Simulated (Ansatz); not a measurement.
The cluster Sn3O4, relaxed as a singlet with RKS r2SCAN-D4/def2-SVP in Ansatz, starting from the GFN1-xTB geometry. Force threshold 0.02 eV/Å.

In the def2 sets Sn takes a core potential; there is no spin–orbit coupling. The structure comes from a short search, and lower isomers may exist.

Start:

```xyz
7

Sn   -0.427    2.270   -0.121
Sn   -0.485   -1.733   -1.450
Sn    0.701   -0.414    1.214
O     0.451   -2.299    0.154
O    -1.007    0.119   -0.311
O     0.510    1.736    1.492
O     0.257    0.322   -0.977
```

| step | energy (eV) | largest force component (eV/Å) | SCF passes |
| --- | --- | --- | --- |
| 1 | -25679.3152 | 2.120 | 20 |
| 2 | -25679.6799 | 0.869 | 27 |
| 3 | -25679.7499 | 0.404 | 22 |
| 4 | -25679.8021 | 0.169 | 28 |
| 5 | -25679.9303 | 0.763 | 27 |
| 6 | -25680.1564 | 0.579 | 27 |
| 7 | -25680.3853 | 0.671 | 28 |
| 8 | -25680.4776 | 1.115 | 27 |
| 9 | -25680.5314 | 0.329 | 22 |
| 10 | -25680.5390 | 0.030 | 22 |
| 11 | -25680.5391 | 0.004 | 23 |

Force components are those of the run's own axes.

End:

| atom | x (Å) | y (Å) | z (Å) |
| --- | --- | --- | --- |
| Sn1 | -0.3604 | 2.0581 | -0.0602 |
| Sn2 | -0.4141 | -1.6030 | -1.2760 |
| Sn3 | 1.1753 | -0.6911 | 2.0292 |
| O4 | 0.5309 | -1.7653 | 0.4707 |
| O5 | -1.4280 | 0.3333 | -0.9404 |
| O6 | 0.5728 | 1.1184 | 1.4286 |
| O7 | -0.0766 | 0.5497 | -1.6519 |

Bonds lost: Sn3–O5, Sn3–O7 (atoms count from 1). The end is the same structure that another start reached, the lowest one found.

No frequencies were taken in this run, so the end may be a saddle point.

Hardware: 4 threads of Arm Neoverse V2 on a shared host. Wall time 25 s.
